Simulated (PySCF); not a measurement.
BrF2GeH2N.

```xyz
7

N      1.5216    -1.6138     0.0000
Ge    -0.0189    -0.6778     0.0000
F     -0.9244    -1.1487     1.3910
F     -0.9244    -1.1487    -1.3910
Br     0.0687     1.6182     0.0000
H      2.0927    -1.4876     0.8342
H      2.0927    -1.4876    -0.8342
```
Charge 0, spin multiplicity 1.

Geometry: B3LYP-D3(BJ)/def2-SVP. This is a generated structure with no PubChem entry under its InChIKey; it may be hypothetical. One conformer was computed; it need not be the lowest.

Calculation: PBE/pcSseg-1 (PySCF). Non-relativistic, no solvent.

Give the absolute GIAO shielding of each atom: isotropic value and principal components (ppm). (The exact figures need the calculation; the answer reports its results.)


```tsv
atom	σ(iso)	σ11	σ22	σ33	span
N1	208.6	178.8	190.1	256.9	78.1
Ge2	1219.7	1150.0	1204.7	1304.3	154.3
F3	264.1	191.3	226.6	374.6	183.3
F4	264.1	191.3	226.6	374.6	183.3
Br5	2306.2	1979.8	2008.3	2930.7	950.9
H6	29.6	23.0	25.4	40.4	17.4
H7	29.6	23.0	25.4	40.4	17.4
```
